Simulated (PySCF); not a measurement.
A calculated (LDA, PySCF 2.14, dyall-av2z, no relativity, point nucleus) atom or ion has these occupied shells.

| shell | electrons | orbital energy (eV) | rms radius, mean of both spins (bohr) |
| --- | --- | --- | --- |
| 1s β | 1 | -17410.6 | 0.0442 |
| 1s α | 1 | -17410.6 | 0.0442 |
| 2s α | 1 | -2388.4 | 0.182 |
| 2s β | 1 | -2388.2 | 0.182 |
| 2p α | 3 | -2191.7 | 0.159 |
| 2p β | 3 | -2191.5 | 0.159 |
| 3s α | 1 | -401.72 | 0.504 |
| 3s β | 1 | -401.59 | 0.504 |
| 3p α | 3 | -327.81 | 0.505 |
| 3p β | 3 | -327.68 | 0.505 |
| 3d α | 5 | -192.60 | 0.497 |
| 3d β | 5 | -192.41 | 0.497 |
| 4s α | 1 | -67.048 | 1.32 |
| 4s β | 1 | -66.009 | 1.32 |
| 4p α | 3 | -47.117 | 1.47 |
| 4p β | 3 | -45.980 | 1.47 |
| 4d α | 2 | -18.450 | 2.16 |

**Question.** Name the element and its charge.

**Answer.** Zr²⁺ (zirconium, charge +2), in [Kr] 4d2, high-spin 3F determinant.
